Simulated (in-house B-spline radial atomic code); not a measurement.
RPA and G0W0 for neutral chromium, [Ar] 3d5 4s1, highest spin, as one setting changes: the share of exact exchange in the PBE hybrid start. A dash marks a level of low quasi-particle weight. Computed with a B-spline radial code for spherical atoms: all electrons, scalar-relativistic (spin-free one-electron X2C), finite nucleus, each spin shell either full or empty, empty states to l = 9 with an (l + 1/2)⁻⁴ tail; G0W0 by contour deformation at full frequency.

RPA overbinds a lone outer s electron by self-correlation, and G0W0 tends to as well.

```tsv
share of exact exchange in the PBE hybrid start	mean-field level (eV)	G0W0 level (eV)	RPA correlation (Eh)
0	-3.725	-	-1.6349
0.1	-4.337	-	-1.6073
0.2	?	?	?
0.3	-5.053	4s up -7.298	-1.5577
0.4	-5.248	4s up -7.246	-1.5351
0.5	-5.442	4s up -7.186	-1.5136
0.6	-5.635	4s up -7.122	-1.4933
0.7	-5.827	4s up -7.055	-1.4739
0.8	-6.017	4s up -6.987	-1.4553
0.9	?	?	?
1	-6.393	4s up -6.851	-1.4205
```

Task: What belongs in the row for 0.9?

Result: mean-field level (eV): -6.206; G0W0 level (eV): 4s up -6.919; RPA correlation (Eh): -1.4376.

Task: What belongs in the row for 0.2?

Result: mean-field level (eV): -4.857; G0W0 level (eV): 4s up -7.337; RPA correlation (Eh): -1.5817.
